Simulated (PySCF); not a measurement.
```xyz
8
charge 0 multiplicity 1, angstrom
Tc    0.0072   -0.0209    0.0290
H    -0.2125    1.0948    1.3703
H     1.4927    0.4313   -0.3319
H    -0.1248    1.5736    0.6117
H    -0.2433   -1.2278   -1.1470
H     0.3148    1.0232   -1.1060
H    -1.1208    0.5298   -0.9532
H     0.6843   -1.1871   -1.0015
```

Computed with PySCF, PBE0, basis Tc def2-TZVP with ECP28, H def2-TZVP (scalar-relativistic core potentials, no spin–orbit coupling, density fitting).

This geometry of TcH₇ is a stationary point at this level.

Question: What is the point group?

Answer: C1.

Question: Is it a minimum?

Answer: No: it has 1 imaginary mode, at 117i cm⁻¹ (a).

Question: Which band is strongest in the infrared?

Answer: 2547 cm⁻¹ (a), 377 km/mol.

Question: What are the dipole moment and the gap between the highest occupied and lowest empty levels?

Answer: 2.18 D and 4.71 eV.

Stability towards spin polarisation was not tested. This need not be the most stable arrangement of these atoms.
